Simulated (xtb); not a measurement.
GeI2, charge -1, doublet, at a GFN2-xTB geometry (a state made from the parent by changing its charge; the spin is typed, not shown lowest); GFN2-xTB with ALPB(ch2cl2) in xtb.

xtb was given this input:
```
$ xtb mol.xyz --gfn 2 --chrg -1 --uhf 1 --alpb ch2cl2 --json

# file mol.xyz
3

Ge     0.00262673    -0.01192623     1.28932309
I      1.10279430    -1.88448564    -0.40894272
I     -1.10438024     1.89168638    -0.36951650
```

Question: Write the output that xtb gives for this input, abridged.

Answer: 
```
   ID    Z sym.   atoms
    1   32 Ge     1
    2   53 I      2, 3

           -------------------------------------------------
          |                Calculation Setup                |
           -------------------------------------------------

           -------------------------------------------------
          |                 G F N 2 - x T B                 |
           -------------------------------------------------

      * Solvation model:               ALPB
        Solvent                        ch2cl2
        Parameter file                 internal GFN2-xTB/ALPB
        Dielectric constant                8.9300E+00
        Reference state                gsolv [1 M gas/solution]
        Free energy shift                  4.1487E-03 Eh       2.6033E+00 kcal/mol
        Temperature                        2.9815E+02 K
        Density                            1.3300E+00 kg/L
        Solvent mass                       8.4930E+01 g/mol
        Interaction kernel             P16
        Born radius scaling (c1)           1.5691E+00
        Born radii integrator          GBOBC
        Born offset                        0.0000E+00 a0       0.0000E+00 AA
        H-bond correction              false
        Ion screening                  false
        Surface tension                    1.0000E-05 Eh       1.5569E+01 dyn/cm
        Grid points                               230 per atom

          ...................................................
          :                      SETUP                      :
          :.................................................:
          :  # basis functions                  30          :
          :  # atomic orbitals                  27          :
          :  # shells                            9          :
          :  # electrons                        19          :
          :  max. iterations                   250          :
          :  Hamiltonian                  GFN2-xTB          :
          :  restarted?                      false          :
          :  GBSA solvation                   true          :
          :  PC potential                    false          :
          :  electronic temp.          300.0000000     K    :
          :  accuracy                    1.0000000          :
          :  -> integral cutoff          0.2500000E+02      :
          :  -> integral neglect         0.1000000E-07      :
          :  -> SCF convergence          0.1000000E-05 Eh   :
          :  -> wf. convergence          0.1000000E-03 e    :
          :  Broyden damping             0.4000000          :
          :  net charge                         -1          :
          :  unpaired electrons                  1          :
          ...................................................

 iter      E             dE          RMSdq      gap      omega  full diag
   1     -8.8297238 -0.882972E+01  0.245E+01    2.34       0.0  T
   2     -9.0012242 -0.171500E+00  0.445E+01    0.69       1.0  T
   3     -9.7547696 -0.753545E+00  0.252E+01    1.37       1.0  T
   4     -9.7315673  0.232022E-01  0.267E+01    1.34       1.0  T
   5     -9.9554300 -0.223863E+00  0.241E+00    1.74       1.0  T
   6     -9.9545218  0.908236E-03  0.388E+00    1.71       1.0  T
   7     -9.9567141 -0.219232E-02  0.135E+00    1.74       1.0  T
   8     -9.9567254 -0.113600E-04  0.413E-01    1.73       1.0  T
   9     -9.9567527 -0.272354E-04  0.583E-01    1.73       1.0  T
  10     -9.9567628 -0.101227E-04  0.659E-02    1.73       1.0  T
  11     -9.9567629 -0.559765E-07  0.947E-03    1.73       6.1  T
  12     -9.9567629 -0.204122E-07  0.318E-03    1.73      18.2  T
  13     -9.9567629 -0.103213E-07  0.194E-03    1.73      29.8  T
  14     -9.9567629 -0.161692E-08  0.909E-04    1.73      63.5  T
  15     -9.9567629 -0.268408E-11  0.175E-04    1.73     329.0  T

   *** convergence criteria satisfied after 15 iterations ***

         :::::::::::::::::::::::::::::::::::::::::::::::::::::
         ::                     SUMMARY                     ::
         :::::::::::::::::::::::::::::::::::::::::::::::::::::
         :: total energy              -9.954988319591 Eh    ::
         :: total w/o Gsasa/hb        -9.943809774938 Eh    ::
         :: gradient norm              0.003207274003 Eh/a0 ::
         :: HOMO-LUMO gap              1.728031879624 eV    ::
         ::.................................................::
         :: SCC energy                -9.956762816610 Eh    ::
         :: -> isotropic ES            0.121096049414 Eh    ::
         :: -> anisotropic ES         -0.003661824303 Eh    ::
         :: -> anisotropic XC         -0.006708074377 Eh    ::
         :: -> dispersion             -0.003405161684 Eh    ::
         :: -> Gsolv                  -0.074524758958 Eh    ::
         ::    -> Gelec               -0.063346214306 Eh    ::
         ::    -> Gsasa               -0.015327242014 Eh    ::
         ::    -> Ghb                  0.000000000000 Eh    ::
         ::    -> Gshift               0.004148697361 Eh    ::
         :: repulsion energy           0.001774497019 Eh    ::
         :: add. restraining           0.000000000000 Eh    ::
         :: total charge              -1.000000000000 e     ::
         :::::::::::::::::::::::::::::::::::::::::::::::::::::

           -------------------------------------------------
          |                Property Printout                |
           -------------------------------------------------

    * Orbital Energies and Occupations

         #    Occupation            Energy/Eh            Energy/eV
      -------------------------------------------------------------
         1        2.0000           -0.6444409             -17.5361
         2        2.0000           -0.6399193             -17.4131
         3        2.0000           -0.5163464             -14.0505
         4        2.0000           -0.3621388              -9.8543
         5        2.0000           -0.3470035              -9.4424
         6        2.0000           -0.3437632              -9.3543
         7        2.0000           -0.3408141              -9.2740
         8        2.0000           -0.3372554              -9.1772
         9        2.0000           -0.3322472              -9.0409
        10        1.0000           -0.1955617              -5.3215 (HOMO)
        11                         -0.1320577              -3.5935 (LUMO)
        12                         -0.1221248              -3.3232
        13                          0.0939063               2.5553
        14                          0.1034747               2.8157
        15                          0.1156525               3.1471
        16                          0.1344026               3.6573
        17                          0.1379795               3.7546
        18                          0.1442315               3.9247
        19                          0.1459735               3.9721
        20                          0.1470975               4.0027
        21                          0.1657462               4.5102
       ...                                ...                  ...
        27                          0.9842571              26.7830
      -------------------------------------------------------------
                  HL-Gap            0.0635040 Eh            1.7280 eV
             Fermi-level           -0.2138571 Eh           -5.8193 eV

     #   Z          covCN         q      C6AA      α(0)
     1  32 Ge       1.659     0.122   255.294    33.419
     2  53 I        0.835    -0.561   415.631    35.194
     3  53 I        0.835    -0.561   415.631    35.194

 Mol. C6AA /au·bohr⁶  :       3199.432979
 Mol. C8AA /au·bohr⁸  :     294093.060053
 Mol. α(0) /au        :        103.807889

Wiberg/Mayer (AO) data.
largest (>0.10) Wiberg bond orders for each atom

 ---------------------------------------------------------------------------
     #   Z sym  total        # sym  WBO       # sym  WBO       # sym  WBO
 ---------------------------------------------------------------------------
     1  32 Ge   1.569 --     3 I    0.785     2 I    0.785
     2  53 I    0.785 --     1 Ge   0.785
     3  53 I    0.785 --     1 Ge   0.785
 ---------------------------------------------------------------------------

Topologies differ in total number of bonds
Writing topology from bond orders to xtbtopo.mol

molecular dipole:
                 x           y           z       tot (Debye)
 q only:        0.002      -0.010       1.123
   full:        0.004      -0.017       1.791       4.552
molecular quadrupole (traceless):
                xx          xy          yy          xz          yz          zz
 q only:        2.204      12.524     -11.903       0.131      -0.225       9.699
  q+dip:        4.404      19.678     -17.760       0.200      -0.328      13.356
   full:        3.461      18.472     -17.345       0.192      -0.327      13.884

           -------------------------------------------------
          | TOTAL ENERGY               -9.954988319591 Eh   |
          | GRADIENT NORM               0.003207274003 Eh/α |
          | HOMO-LUMO GAP               1.728031879624 eV   |
           -------------------------------------------------

normal termination of xtb
```
